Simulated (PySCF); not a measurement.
## Simulated characterisation data

Non-relativistic Hamiltonian, single conformer, fast rotation and ring inversion assumed for equivalent nuclei, no solvent. Geometry from GFN2-xTB; NMR shieldings at PBE0/pcSseg-1/GIAO; B3LYP/pcJ-1 coupling constants (spin–dipole term left out of most H,H and C,H couplings); PySCF 2.14.

Shifts are taken against calculated references (same method and geometry level): $^{1}$H (σref 31.72) and $^{13}$C (σref 186.93) against TMS. Multiplet labels drop J under 1 Hz and among equivalent protons, and merge close values. Unscaled 3J(H,H) run several per cent high. Splittings of carbon signals by F and P are missing where no couplings were computed. Where no couplings were computed, multiplicities follow the n + 1 count of equivalent neighbours, and m marks all less simple cases (inequivalent or close neighbours, rings, F or P nearby). Shifts are as computed. Against solution values, carbons near 30 ppm lie about +3 ppm off and those near 130 ppm about +5 ppm. Of 1211 compounds with measured shifts, 218 miss one by over three times the rms of a fit or turn the order of signals round; such compounds aren't used in these exercises. OH and NH positions are gas-phase values without hydrogen bonding to other molecules.

**1.** `C=CN(CC=C)N`, C5H10N2. $^{1}$H NMR (400 MHz, computed): δ 6.43 (dd, J = 15.7, 10.0 Hz, 1H), 6.32 (ddt, J = 17.8, 11.4, 7.4 Hz, 1H), 5.36 (dt, J = 17.8, 1.5 Hz, 1H), 5.29 (dt, J = 11.4, 1.3 Hz, 1H), 3.92 (dd, J = 10.0, 2.7 Hz, 1H), 3.81 (dt, J = 7.4, 1.4 Hz, 2H), 3.66 (dd, J = 15.7, 2.7 Hz, 1H), 3.14 (br s, 2H). $^{13}$C{$^{1}$H} NMR (computed): δ 149.2, 145.2, 121.8, 83.0, 66.6.

**2.** `CCc1cpcn1CC`, C7H12NP. $^{1}$H NMR (400 MHz, computed): δ 7.84 (m, 1H), 7.02 (m, 1H), 4.04 (q, 2H), 2.77 (q, 2H), 1.36 (t, 3H), 1.21 (t, 3H). $^{13}$C{$^{1}$H} NMR (computed): δ 158.5 (CH), 146.3 (C), 134.1 (CH), 47.7 (CH2), 26.7 (CH2), 20.5 (CH3), 19.5 (CH3).
